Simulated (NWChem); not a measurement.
System: C₂H₂F, doublet; SMILES C=[C]F

Computed with NWChem. Pople sets run with spherical d functions. Spin-unrestricted. In the optimisation the excess spin sits in a' (Cs, its own frame). Coordinates come from a PBE0/def2-SVP, spin-unrestricted optimisation. No stability test was run on the SCF state. Vertical excitations in the gas phase. Excited states of an open shell can be spin-contaminated.

Question: Predict the results for PBE/6-31+G*, TDA. Quantities: lowest excitation (eV); oscillator strength of that lowest state; lowest state with f > 0.02 (eV); oscillator strength of that bright state; lowest empty minus highest occupied level, either spin (eV).

Answer: The lowest excitation (eV) is 2.65 and the oscillator strength of that lowest state comes out as 0.003. The lowest state with f > 0.02 (eV) is 6.64, the oscillator strength of that bright state comes out as 0.032 and the lowest empty minus highest occupied level, either spin (eV) is 2.39.
